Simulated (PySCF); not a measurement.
Species: C6H4O2.
Geometry (GFN2-xTB, Å), atoms numbered from 1 in this order:
```
atom  x, y, z in Å
C1     1.9865   -0.1093   -0.5215
C2     1.5679    0.1189    0.7584
C3     0.1578    0.1169    0.6647
O4    -0.9623    0.2542    1.3957
C5    -1.9862    0.1089    0.5171
C6    -1.5678   -0.1186   -0.7629
C7    -0.1576   -0.1141   -0.6700
O8     0.9627   -0.2526   -1.4006
H9     2.9760   -0.1902   -0.9254
H10    2.1819    0.2632    1.6221
H11   -2.9754    0.1875    0.9221
H12   -2.1824   -0.2654   -1.6257
```

The closed-shell ground state was solved at several levels (PySCF, density fitting, gas phase, non-relativistic). The dipole stays under 0.02 D at every level.

```csv
level,basis functions,HOMO (eV),LUMO (eV),gap (eV)
PBE0/def2-SVPD,198,-6.08,-0.36,5.72
PBE0/pcSseg-1,156,-6.09,-0.27,5.82
```

Q: What might CAM-B3LYP/def2-SVPD (198 basis functions) give for the same quantities?

A: HOMO -7.30 eV, LUMO 0.69 eV, gap 7.99 eV.

Q: Over all these levels, which gives the widest orbital gap and which the narrowest?

A: CAM-B3LYP/def2-SVPD (range-separated hybrid) has the widest, 7.99 eV, and PBE0/def2-SVPD (global hybrid, 25 % exact exchange) the narrowest, 5.72 eV. The two share the basis. From the narrowest to the widest the HOMO moves by -1.22 eV and the LUMO by +1.05 eV.
